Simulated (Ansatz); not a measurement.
Stepwise reaction of `F[Si](F)(F)I` with hydrogen chloride, as a gas-phase model of exchange steps in deposition or etching. ΔE in kJ/mol; ΔG adds harmonic PBE0-D4 terms to CCSD(T)/CBS, at 1 bar.

Calculated with Ansatz (gas phase, PBE0-D4/def2-TZVP geometries, no zero-point term in ΔE). CBS: MP2 limit from def2 TZ/QZ plus the TZ coupled-cluster correction, frozen cores. This one scheme is used for every species. DFT in def2-TZVPP. B3LYP here is the variant with VWN-RPA as its local correlation; programs differ in this. def2 core potentials past Kr. For I outer-core shells are correlated without core-valence functions, which leaves a few kJ/mol of doubt a bond.

```
step                                          reaction  PBE-D4  B3LYP-D4  ωB97M-V  CCSD(T)/CBS  ΔG(400 K)
   1      `F[Si](F)(F)I` + HCl → `F[Si](F)(Cl)I` + H–F    41.5      51.6     51.2         49.6       50.8
   3  `F[Si](Cl)(Cl)I` + HCl → `Cl[Si](Cl)(Cl)I` + H–F    39.3      48.8     48.6         44.2       53.1
```

Question: Give the row of step 2, `F[Si](F)(Cl)I` + HCl → `F[Si](Cl)(Cl)I` + H–F. (Best estimate.)

Answer: Ansatz gave: 
```csv
step,reaction,PBE-D4,B3LYP-D4,ωB97M-V,CCSD(T)/CBS,ΔG(400 K)
2,`F[Si](F)(Cl)I` + HCl → `F[Si](Cl)(Cl)I` + H–F,40.6,50.4,50.2,47.1,52.1
```

Question: By hand: ΔE of the 3 steps together at CCSD(T)/CBS.

Answer: (49.6) + (47.1) + (44.2) = 140.9 kJ/mol, or 47.0 kJ/mol a step.

In ΔE each step is lower than the one before. All are uphill at CCSD(T)/CBS. ΔG lies between 50.8 and 53.1 kJ/mol a step. PBE-D4 differs from CCSD(T)/CBS by -8.1 to -4.9 kJ/mol a step. Isolated molecules leave out the surface, adducts and barriers. Largest T1 diagnostic: 0.010.
